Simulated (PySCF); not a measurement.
SnFI3, SMILES [F][Sn]([I])([I])[I].

Coordinates come from a B3LYP-D3(BJ)/def2-SVP optimisation. The structure was generated by enumeration; whether it is a known compound was not checked. The def2 effective core potentials stand for the cores of I, Sn; spin–orbit coupling is left out.

All values below come from PySCF 2.14.0 with TDDFT-PBE0/def2-SVPD.

Vertical excitations; the highest root listed may be one member of a degenerate set. Gas-phase values at a fixed geometry. State labels are in the subgroup Cs.

Task: Give excitation energies, oscillator strengths and character. (The exact figures need the calculation; the answer reports its results.)

Result: 
```csv
state,symmetry,energy (eV),λ (nm),f,main pairs
S1,A",2.99,414,0.000,HOMO→LUMO 100 %
S2,A",3.16,393,0.008,HOMO−1→LUMO (degenerate set)
S3,A',3.16,393,0.008,HOMO−2→LUMO (degenerate set)
S4,A',3.43,361,0.024,HOMO−3→LUMO (degenerate set)
S5,A",3.43,361,0.024,HOMO−4→LUMO (degenerate set)
S6,A',3.52,352,0.007,HOMO−5→LUMO 99 %
S7,A",5.24,237,0.163,HOMO−6→LUMO (degenerate set)
S8,A',5.24,237,0.163,HOMO−7→LUMO (degenerate set)
S9,A",5.89,211,0.000,HOMO→LUMO+1 97 %
S10,A",6.01,206,0.005,"HOMO→LUMO+2 57 %, HOMO−1→LUMO+1 41 %"
T1,A",2.67,465,0,HOMO→LUMO 98 %
T2,A",2.80,443,0,HOMO−1→LUMO (degenerate set)
T3,A',2.80,443,0,HOMO−2→LUMO (degenerate set)
T4,A",3.03,410,0,HOMO−4→LUMO 97 %
```
Triplets are in the Tamm–Dancoff approximation, which puts them higher than full response would, so one can lie above its singlet here.
